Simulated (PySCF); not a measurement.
CH₇NSi₃, SMILES [SiH3][Si@H]1N=C[SiH2]1. The structure is a stationary point at r2SCAN-D4/def2-SVP. The structure was generated by enumeration; whether it is a known compound was not checked.

Computed equilibrium geometry at r2SCAN-D4/def2-SVP (PySCF confirms it by a frequency run) as bond lengths and angles:
Atoms: Si1 Si2 N3 C4 Si5 H6 H7 H8 H9 H10 H11 H12. Bonded distances (Å): Si1–Si2 2.344, Si1–H6 1.495, Si1–H7 1.495, Si1–H8 1.496, Si2–N3 1.819, Si2–Si5 2.354, Si2–H9 1.497, N3–C4 1.293, C4–Si5 1.930, C4–H10 1.111, Si5–H11 1.498, Si5–H12 1.499. Bond angles (°): Si2–Si1–H6 108.9, Si2–Si1–H7 111.5, Si2–Si1–H8 109.5, H6–Si1–H7 109.2, H6–Si1–H8 108.8, H7–Si1–H8 108.9, Si1–Si2–N3 110.6, Si1–Si2–Si5 118.2, Si1–Si2–H9 111.2, N3–Si2–Si5 78.0, N3–Si2–H9 112.7, Si5–Si2–H9 121.1, Si2–N3–C4 103.0, N3–C4–Si5 109.6, N3–C4–H10 119.6, Si5–C4–H10 130.8, Si2–Si5–C4 69.2, Si2–Si5–H11 119.3, Si2–Si5–H12 123.6, C4–Si5–H11 113.6, C4–Si5–H12 118.1, H11–Si5–H12 108.1.
